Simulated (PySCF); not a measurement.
SbCl3, SMILES [Cl][Sb]([Cl])[Cl]. Coordinates come from a PBE-D3(BJ)/def2-SVP optimisation. The isomer is the one that the SMILES or the coordinates give; other isomers of the formula were not compared. The def2 effective core potentials stand for the cores of Sb; spin–orbit coupling is left out.

Computed equilibrium geometry at PBE-D3(BJ)/def2-SVP (PySCF confirms it by a frequency run) as bond lengths and angles, and its point group:
point group C3v.
Atoms: Sb1 Cl2 Cl3 Cl4. Bonds (Å): Sb1–Cl2 2.390, Sb1–Cl3 2.390, Sb1–Cl4 2.390. Angles (°): Cl2–Sb1–Cl3 98.7, Cl2–Sb1–Cl4 98.7, Cl3–Sb1–Cl4 98.7.
